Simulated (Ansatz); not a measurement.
Calculated with Ansatz (gas phase, PBE0-D4/def2-TZVP geometries, no zero-point term in ΔE). CCSD(T)/CBS adds triple-zeta CCSD(T) − MP2 to the extrapolated MP2 energy (def2 sets, frozen cores). This one scheme is used for every species. Functionals use def2-TZVPP. B3LYP here is the variant with VWN-RPA as its local correlation; programs differ in this. def2 core potentials past Kr. For Cd outer-core shells are correlated without core-valence functions, which leaves a few kJ/mol of doubt a bond. One conformer a species, not always the lowest.

Consider the ligand exchange at a Cd–O bond: `C[O][Cd][F]` + H₂S → `[F][Cd][SH]` + CH₃OH.

CCSD(T)/CBS gives -24.4 kcal/mol.

Problem. Another level gave -22.8 kcal/mol. Which?
A. r2SCAN0/def2-TZVPP
B. r2SCANh-D4/def2-TZVPP
C. B3LYP-D4/def2-TZVPP
D. HF/def2-TZVPP

Solution. C. B3LYP-D4 -22.8, r2SCAN0 -25.4, r2SCANh-D4 -24.0, HF/def2-TZVPP -26.4 kcal/mol.

Largest T1 diagnostic among the species: 0.018.

Leaving LDA and LC-ωPBE aside and taking each functional with its dispersion term where it has one, the values, not all of them listed here, spread over 4.9 kcal/mol, from PBE-QIDH to BLYP-D4. From r2SCAN to r2SCAN0 (25 % exact exchange), in def2-TZVPP and without D4, ΔE moves by −2.4 kcal/mol. At CCSD(T), def2-SVP lies +3.2 kcal/mol from the extrapolated value and def2-TZVPP +1.8 kcal/mol.
